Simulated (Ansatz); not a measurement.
`CB(N)[SiH2][SiH3]` + HCl → `CB(N)Cl` + `[SiH3][SiH3]`  (cleavage of the B–Si bond)

Program: Ansatz. Geometries: PBE0-D4/def2-TZVP. ΔE: electronic, gas phase. CBS: MP2 limit from def2 TZ/QZ plus the TZ coupled-cluster correction, frozen cores. This one scheme is used for every species. DFT in def2-TZVPP. Each species was taken in one conformer, which may not be the lowest.

CCSD(T)/CBS gives -102.8 kJ/mol.

Task: Another level gave -106.8 kJ/mol. Which?
A. PBE-D4/def2-TZVPP
B. PBE0/def2-TZVPP
C. PBE0-D4/def2-TZVPP
D. r2SCAN/def2-TZVPP

Result: D. r2SCAN -106.8, PBE0-D4 -98.5, PBE0 -102.8, PBE-D4 -93.5 kJ/mol.

Largest T1 diagnostic among the species: 0.013.

The D4 term adds +6.7 kJ/mol with B3LYP and +4.4 kJ/mol with PBE0; it sums over pairs of atoms, weighted by their polarisabilities, and B3LYP, whose exchange is more repulsive, gets the larger term. From PBE to PBE0 (25 % exact exchange), in def2-TZVPP and without D4, ΔE moves by −4.9 kJ/mol.

B3LYP here is the variant with VWN-RPA as its local correlation; programs differ in this.
